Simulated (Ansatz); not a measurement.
An input for doublet [ZrCl4]+

[ZrCl4]+: 5 atoms, total charge +1, spin state doublet. SMILES of the parent species: `Cl[Zr](Cl)(Cl)Cl`. Geometry: optimised at B3LYP/def2-SVP.

```xyz
5

Cl   -0.0252   -0.2134    2.3409
Zr    0.0000    0.0000    0.0000
Cl    1.5201   -1.5883   -0.8323
Cl   -2.0787   -0.4210   -1.0138
Cl    0.5837    2.2227   -0.4948
```

Settings wanted:

| Setting | Value |
| --- | --- |
| basis set | def2-SVP |
| core potential | def2-SVP |
| integral approximation | automatic |
| task | energy |
| method | DFT |
| functional | wB97M-V |
| reference | UKS |
| accuracy | medium |

Question: Give an Ansatz 0.2.0 job that does this.

Answer: This one ran through:

in.yaml:
```yaml
basis:
  gaussian:
    orbitals: def2-SVP
crystal:
  periodic: [false, false, false]
  atoms:
    - {symbol: Cl, position_ang: [-0.025152, -0.213424, 2.340867]}
    - {symbol: Zr, position_ang: [-0.000006, -0.000002, -0.000010]}
    - {symbol: Cl, position_ang: [1.520092, -1.588256, -0.832255]}
    - {symbol: Cl, position_ang: [-2.078696, -0.420974, -1.013753]}
    - {symbol: Cl, position_ang: [0.583743, 2.222666, -0.494849]}
total_charge: 1
magnetization:
  spin_polarized: true
  initial_magnetization: 1
hamiltonian:
  xc: {name: wB97M-V}
```

```bash
$ ansatz run in.yaml --threads 1 --pin off --max-ram 3480MiB --events-out events.jsonl --progress --plain --runs-dir runs
```

Calculated total energy: -1886.99653 Eh.
